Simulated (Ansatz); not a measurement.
Geometry optimisation, RKS CAM-B3LYP-D4/6-31G* in Ansatz 0.2.0.

Input file:

```yaml
crystal:
  periodic: [false, false, false]
  atoms:
    - { symbol: B, position_ang: [0.1227, 1.2839, 0.8461] }
    - { symbol: "N", position_ang: [0.7963, 0.2602, 0.0059] }
    - { symbol: Si, position_ang: [-0.1628, -1.3177, 0.206] }
    - { symbol: C, position_ang: [0.1175, -0.1203, -1.1572] }
    - { symbol: F, position_ang: [0.8733, -0.5949, -2.1786] }
    - { symbol: H, position_ang: [0.6191, 1.8254, 1.7637] }
    - { symbol: H, position_ang: [-0.9963, 1.691, 0.5768] }
    - { symbol: H, position_ang: [-1.2677, -1.1407, 1.0846] }
    - { symbol: H, position_ang: [0.8089, -2.4369, 0.2731] }
    - { symbol: H, position_ang: [-0.8279, 0.4988, -1.4175] }
basis:
  gaussian: { orbitals: "6-31G*" }
hamiltonian:
  xc: cam_b3lyp
  dispersion: d4
relax:
  f_tol: 0.02
  max_steps: 50
```

Run as:

```bash
$ ansatz run input.yaml --threads 2 --pin off --max-ram 3072MiB --backend cpu --events-out ev --progress --plain --runs-dir out
```

Q: Where does it end, and by what steps?

A: The forces met the threshold. After 18 steps the energy has fallen by 1.179 eV; H7 moved furthest, 1.53 Å.

```csv
step,energy less start (eV),largest force component (eV/Å),accepted
0,0.0000,3.170,yes
1,-0.5062,1.224,yes
2,-0.6499,0.975,yes
3,-0.7545,1.092,yes
4,-0.8511,0.466,yes
5,-0.9339,0.512,yes
6,-1.0106,0.261,yes
7,-1.0760,0.331,yes
8,-1.1022,0.574,yes
9,-1.1332,0.393,yes
10,-1.1534,0.278,yes
11,-1.1712,0.180,yes
12,-1.1762,0.091,yes
13,-1.1784,0.077,yes
14,-1.1785,0.054,yes
15,-1.1786,0.037,yes
16,-1.1788,0.034,yes
17,-1.1788,0.022,yes
18,-1.1789,0.006,yes
```

```xyz
10
Properties=species:S:1:pos:R:3
B 0.231 1.537 0.767
N 0.005 0.257 0.251
Si -0.100 -1.473 0.278
C -0.233 -0.231 -1.093
F 0.823 -0.057 -1.953
H 0.438 1.662 1.938
H 0.198 2.475 0.025
H -1.278 -2.093 0.920
H 1.148 -2.242 0.441
H -1.149 0.114 -1.570
```

Whether the end is a true minimum wasn't checked by a vibrational analysis.

Time of the run: 24 s on 2 threads of AMD EPYC 9R45 96-Core Processor (Zen 5), on a shared host, peak memory 0.23 GiB.
